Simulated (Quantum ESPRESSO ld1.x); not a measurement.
Species: Ho III. Configuration: [Xe] 4f11. Calculated with ld1.x of Quantum ESPRESSO 7.5: Dirac Kohn-Sham, PW91, spin-unpolarised, spherical densities, point nucleus; open shells are shared between the two j in proportion to 2j + 1.

Normalised radial functions P(r) = r R(r) (large component), r in bohr:

| r | 4p3/2 | 4f7/2 |
|---|---|---|
| 0.0007491 | 0.0011 | 0.0000 |
| 0.001135 | 0.0025 | 0.0000 |
| 0.001735 | 0.0055 | 0.0000 |
| 0.00263 | 0.0120 | 0.0000 |
| 0.004019 | 0.0261 | 0.0000 |
| 0.006093 | 0.0545 | 0.0000 |
| 0.00931 | 0.1111 | 0.0000 |
| 0.01411 | 0.2107 | 0.0001 |
| 0.02139 | 0.3644 | 0.0006 |
| 0.03269 | 0.5449 | 0.0028 |
| 0.04955 | 0.6101 | 0.0114 |
| 0.07572 | 0.3116 | 0.0425 |
| 0.1148 | -0.4069 | 0.1333 |
| 0.1754 | -0.8991 | 0.3488 |
| 0.2659 | -0.1413 | 0.6953 |
| 0.4031 | 1.2559 | 1.0230 |
| 0.6159 | 1.4114 | 1.0724 |
| 0.9336 | 0.5630 | 0.8213 |
| 1.427 | 0.0781 | 0.4839 |
| 2.163 | 0.0030 | 0.2278 |
| 3.305 | 0.0000 | 0.0791 |
| 5.009 | 0.0000 | 0.0169 |

4p3/2: eigenvalue -305.13 eV, 2 radial nodes at r = 0.0925, 0.277 bohr, <r> = 0.560 bohr, 90 % of the charge inside 0.815 bohr. 4f7/2: eigenvalue -16.922 eV, 0 radial nodes, <r> = 0.852 bohr, 90 % of the charge inside 1.50 bohr.
